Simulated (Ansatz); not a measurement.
A series at Sn: from `N#[C][Sn]([F])([C]#N)[C]#N`, ligands are replaced one by one, each step taking up H–F and setting free `C#N`; n counts the steps. Ansatz, PBE0-D4/def2-TZVP geometries.

```csv
n,molecule,"HOMO energy, ωB97M-V/def2-TZVPP (eV)"
0,`N#[C][Sn]([F])([C]#N)[C]#N`,-13.58
1,`N#[C][Sn]([F])([F])[C]#N`,?
2,`N#[C][Sn]([F])([F])[F]`,-13.68
3,`[F][Sn]([F])([F])[F]`,-14.97
```

By hand: fit a straight line y = ȳ + b (n − n̄) to the 3 given rows and predict n = 1.

n̄ = 1.667, ȳ = -14.077; Σ(n − n̄)(y − ȳ) = -1.887, Σ(n − n̄)² = 4.667, so b = -0.404 eV a step. Prediction: -14.077 + (-0.404) × (-0.667) = -13.81 eV.

By hand: compare with the computed value, -13.58 eV, and give the steps along the whole series.

The line misses by 0.23 eV (computed minus predicted). Steps: 0.00, -0.10, -1.29 eV.

One step carries most of the change, so a line is a poor guide. The highest orbital can change its character along such a series. The miss is 16.5 % of the series' range.
